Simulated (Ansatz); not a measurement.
The first iterations of a band of BrClGaH3 (6 atoms, charge 0, multiplicity 1).

Theory: RKS PBE/def2-SVP in Ansatz.

```yaml
movable_images: 1
climbing_image: no
spring: 5.0 eV/Å²
optimiser: quadratic models (default)
start_path: through a guess of the saddle point
force_threshold: 0.05 eV/Å
iteration_limit: 60
end_points: relaxed
```

Initial state:

```xyz
6
Properties=species:S:1:pos:R:3
Ga 0.007 -0.031 0.046
Cl 0.002 0.380 2.266
H 1.438 0.095 -0.581
H -1.432 0.006 -0.571
Br 0.095 -2.747 0.886
H 0.068 -1.744 1.980
```

Final state:

```xyz
6
Properties=species:S:1:pos:R:3
Ga 0.019 -0.423 -0.174
Cl 0.011 0.126 2.468
H 1.436 0.128 -0.554
H -1.432 0.038 -0.544
Br 0.093 -2.708 0.558
H 0.052 -1.202 2.273
```

| iteration | highest image above the first end (eV) | largest band force component (eV/Å) |
| --- | --- | --- |
| 1 | 0.533 | 1.650 |
| 2 | 0.059 | 0.418 |

Does the band converge within its limit, and where does its top end?

The run converged. It ended after 5 iterations with the highest image 0.002 eV above the first end. The top lies less than 8 meV above the higher end, about what the thresholds resolve: that end is a shoulder or a very shallow well. No image climbed, so the highest image needn't sit at the top of the path. A band with more images between the same ends climbed to 0.08 eV, so this one has probably stepped over the top. So few images can step over the top or miss a turn of the path. The orbitals stay closed-shell, which can raise the energy where a bond breaks towards radicals; this wasn't checked here.

Run time: 9.8 s on 2 threads of Intel(R) Xeon(R) Platinum 8488C (Sapphire Rapids) (shared host), peak memory 0.16 GiB.
